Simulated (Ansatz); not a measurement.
Isolated molecules relaxed with PBE0-D4/def2-TZVP in Ansatz; ΔE leaves out vibrations. CCSD(T)/CBS adds triple-zeta CCSD(T) − MP2 to the extrapolated MP2 energy (def2 sets, frozen cores). This one scheme is used for every species. Functionals use def2-TZVPP. HSE06 is defined as in plane-wave codes. One conformer a species, not always the lowest.

`CO[SiH]([SiH3])Cl` + H₂ → `[SiH3][SiH2]Cl` + CH₃OH  (hydrogenolysis of the Si–O bond)

`CO[SiH]([SiH3])Cl`:

Z-matrix (Å, degrees):
```
C
O 1 1.413
H 1 1.096 2 111.4
H 1 1.094 2 110.8 3 -121.3
H 1 1.091 2 108.0 3 119.4
Si 2 1.632 1 124.1 3 50.2
Cl 6 2.070 2 110.4 1 62.3
Si 6 2.334 2 107.6 1 -179.0
H 6 1.488 2 110.1 1 -52.8
H 8 1.485 6 109.5 2 -59.7
H 8 1.487 6 110.2 2 60.9
H 8 1.487 6 108.9 2 -179.4
```

H₂:

```xyz
2

H    -0.233   -0.287   -0.049
H     0.233    0.287    0.049
```

`[SiH3][SiH2]Cl`:

```xyz
8

Si    0.171    0.491    1.087
Si   -0.246   -0.342   -1.057
Cl    0.727   -2.150   -1.266
H    -0.524    1.795    1.261
H     1.633    0.686    1.269
H    -0.330   -0.472    2.102
H    -1.694   -0.578   -1.286
H     0.263    0.571   -2.112
```

CH₃OH:

Cartesian coordinates in Å:
```
C -0.327 0.013 0.139
O 0.657 -0.234 -0.838
H -1.288 -0.259 -0.298
H -0.373 1.070 0.429
H -0.181 -0.592 1.043
H 1.513 0.001 -0.475
```

CCSD(T)/CBS gives +85.0 kJ/mol.

**Question.** Another level gave +85.1 kJ/mol. Which?
A. PBE-QIDH/def2-TZVPP
B. revPBE/def2-TZVPP
C. HSE06/def2-TZVPP
D. ωB97M-V/def2-TZVPP

**Answer.** D. ωB97M-V 85.1, revPBE 65.7, HSE06 70.1, PBE-QIDH 79.7 kJ/mol.

Largest T1 diagnostic among the species: 0.012.

In def2-TZVPP, CCSD(T) changes the Hartree–Fock value by +12.3 kJ/mol (the triples alone add +3.9 kJ/mol) and MP2 by +20.4 kJ/mol. At CCSD(T), def2-SVP lies −15.2 kJ/mol from the extrapolated value and def2-TZVPP −1.7 kJ/mol.
